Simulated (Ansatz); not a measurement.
Strength of the S–Sn bond: Sn(SH)4 → Sn(SH)3 + HS

Species: Sn(SH)4, singlet; Sn(SH)3, doublet; HS, doublet. 

Shapes, held fixed at every level: PBE0-D4/def2-TZVP. Flexible molecules stand in one conformer, not always the lowest. Programs: Ansatz 0.2.0. Electronic energies: no zero-point or thermal term.

(1) Estimate ΔE of this reaction.

Results:

(1) The highest level, CCSD(T)/def2-TZVPP, gives ΔE = +290.9 kJ/mol; the levels span +269.2 to +301.2. The column of differences is taken from that level and isn't an error. No measured value is set beside it here. Open shells run unrestricted unless RO is named. For atoms past krypton def2 sets carry core potentials with scalar relativity. Correlated rows may include outer-core shells of Sn, which these sets cover unevenly.

| level | kind | ΔE (kJ/mol) | less CCSD(T)/def2-TZVPP |
| --- | --- | --- | --- |
| r2SCAN-D4/def2-TZVPP | meta-GGA | +277.9 | -13.0 |
| B3LYP-D4/def2-TZVPP | global hybrid | +269.2 | -21.7 |
| PBE0-D4/def2-TZVPP | global hybrid | +289.0 | -1.9 |
| wB97X-V/def2-TZVPP | range-separated hybrid | +301.2 | +10.3 |
| B2PLYP/def2-TZVPP | double hybrid | +274.8 | -16.1 |
| CCSD/def2-TZVPP | coupled cluster or CI | +280.9 | -10.0 |
| CCSD(T)/def2-TZVPP | coupled cluster or CI | +290.9 | 0.0 |
